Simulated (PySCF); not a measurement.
Job file and geometry (Å, from PBE0-D3(BJ)/def2-SVP) of an NMR shielding run on [OsNCl4]- (SMILES [N]#[Os-]([Cl])([Cl])([Cl])[Cl]), GIAO PBE0/pcSseg-1 Os:def2-TZVP NMR shielding, core potentials past Kr, else non-relativistic, gas phase in PySCF 2.14.0, density-fitted response routines; density fitting, a coarse starting grid and PySCF grid level 2 are the driver's defaults:

```
{"job": {"kind": "nmr", "xc": "PBE0", "basis": {"default": "pcSseg-1", "Os": "def2-TZVP"}}, "charge": -1, "multiplicity": 1}
Os     0.000328    -0.000263     0.136780
N      0.000500    -0.007838     1.750074
Cl     2.263052     0.007341    -0.473897
Cl    -0.005570     2.265437    -0.463163
Cl    -2.263671    -0.003617    -0.469300
Cl     0.005371    -2.261051    -0.480483
```

Task: Write the output of this run.

Result: 
```
coarse grid: 39344 points
cycle   1  E = -1985.6705400671  dE = -1.751e+01  |g| = 5.817e-01  |ddm| = 7.935e+00
cycle   2  E = -1985.6883089540  dE = -1.777e-02  |g| = 5.756e-01  |ddm| = 1.338e+00
cycle   3  E = -1985.6962402677  dE = -7.931e-03  |g| = 5.865e-01  |ddm| = 7.007e-01
cycle   4  E = -1985.7593488392  dE = -6.311e-02  |g| = 1.199e-01  |ddm| = 3.346e-01
cycle   5  E = -1985.7612125277  dE = -1.864e-03  |g| = 5.444e-02  |ddm| = 1.063e-01
cycle   6  E = -1985.7619711355  dE = -7.586e-04  |g| = 6.063e-03  |ddm| = 5.542e-02
cycle   7  E = -1985.7619808042  dE = -9.669e-06  |g| = 8.992e-04  |ddm| = 7.204e-03
final grid: 73752 points
cycle   8  E = -1985.7620015834  dE =  5.254e-07  |g| = 1.889e-03  |ddm| = 2.012e-03
cycle   9  E = -1985.7619920942  dE =  9.489e-06  |g| = 7.254e-03  |ddm| = 4.661e-03
cycle  10  E = -1985.7620022543  dE = -1.016e-05  |g| = 5.452e-04  |ddm| = 3.639e-03
cycle  11  E = -1985.7620023181  dE = -6.381e-08  |g| = 2.022e-04  |ddm| = 6.620e-04
cycle  12  E = -1985.7620023275  dE = -9.393e-09  |g| = 9.063e-06  |ddm| = 1.684e-04
cycle  13  E = -1985.7620023275  dE = -2.228e-11  |g| = 1.889e-06  |ddm| = 1.010e-05
converged SCF energy = -1985.7620023275

GIAO shielding tensors (ppm)
atom      isotropic    diamagn.    paramagn.     s11        s22        s33       span
  0 Os         nan         nan         nan        nan        nan        nan        nan
  1 N     -563.726     322.187    -885.913   -902.175   -902.036    113.032   1015.208
  2 Cl     974.281    1147.639    -173.358    806.209    844.031   1272.603    466.394
  3 Cl     974.394    1147.639    -173.245    806.299    844.126   1272.757    466.458
  4 Cl     975.164    1147.638    -172.473    806.732    845.425   1273.336    466.604
  5 Cl     975.014    1147.638    -172.624    806.542    845.274   1273.225    466.683
```

Task: Turn these shieldings into chemical shifts. Shifts are taken against calculated references (same method and geometry level): 15N (σ = 265.67 ppm) against NH3; 35Cl (σ = 943.27 ppm) vs HCl.

Result: Averaging equivalent atoms: N 1: 829.4; Cl 2/3/4/5: -31 ppm. No reference was computed at this level for Os. Experimental scales use liquid or dissolved standards, which lie at an offset from isolated NH3 (liquid NH3: subtract about 20 ppm). Unscaled 15N shifts of sp2 nitrogen come out 20 to 40 ppm too high even then.

Os is described by an effective core potential, so it has no shielding of its own here; spin–orbit effects on the atoms bonded to it, which can be large, are absent, and the values of these neighbours are rough.

Size and cost of the density-fitted run: 153 basis functions, 14 s wall time on 1 thread of an x86-64 server CPU, shared host.
